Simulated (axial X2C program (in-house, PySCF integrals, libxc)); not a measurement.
# Spin–orbit effects down a group: molecules with Au (ions), PBE0

All values come from calculations with an in-house relativistic program for diatomic molecules, spin-free (one-electron X2C) or two-component (2c: spin–orbit coupling with atomic mean-field Coulomb and Gaunt terms, which also bring small scalar terms), in Dyall basis sets with cores contracted in-house; open shells are unrestricted.

Basis sets: Au dyall-cv3z, Be dyall-cv3z, Ca dyall-cv3z, Mg dyall-cv3z.

```json
{"molecule": "BeAu⁺", "spin-free state": "M_S = 0, Λ = 0", "Re (Å)": "1.988", "ωe (cm⁻¹)": "646.9", "De (eV)": "3.71", "2c state": "Ω = 0", "Re 2c (Å)": "1.986", "ωe 2c (cm⁻¹)": "650.4", "De 2c (eV)": "3.74"}
{"molecule": "MgAu⁺", "spin-free state": "M_S = 0, Λ = 0", "Re (Å)": "2.375", "ωe (cm⁻¹)": "329.5", "De (eV)": "2.43", "2c state": "Ω = 0", "Re 2c (Å)": "2.374", "ωe 2c (cm⁻¹)": "330.8", "De 2c (eV)": "2.45"}
{"molecule": "CaAu⁺", "spin-free state": "M_S = 0, Λ = 0", "Re (Å)": "2.521", "ωe (cm⁻¹)": "256.6", "De (eV)": "2.77", "2c state": "Ω = 0", "Re 2c (Å)": "2.520", "ωe 2c (cm⁻¹)": "257.7", "De 2c (eV)": "2.80"}
```

**Question.** Work out the shifts from the spin-free to the two-component result.

**Answer.** 

```csv
molecule,2c state,ΔRe (Å),Δωe (cm⁻¹),ΔDe (eV)
BeAu⁺,Ω = 0,-0.002,3.5,0.03
MgAu⁺,Ω = 0,-0.001,1.3,0.02
CaAu⁺,Ω = 0,-0.001,1.1,0.03
```

Shifts of one unit in the last digit are rounding.

Fragments in 2c: Au + Be+, Au + Mg+, Au + Ca+. Each entry is the lowest single determinant of a limited PBE0 search at one distance. De goes to single-determinant-based atoms at the same level (for ions the charge split of lowest energy) and is withheld (n/a) where an atom does not fit its ground term or J level. Main or longest-lived isotopes.
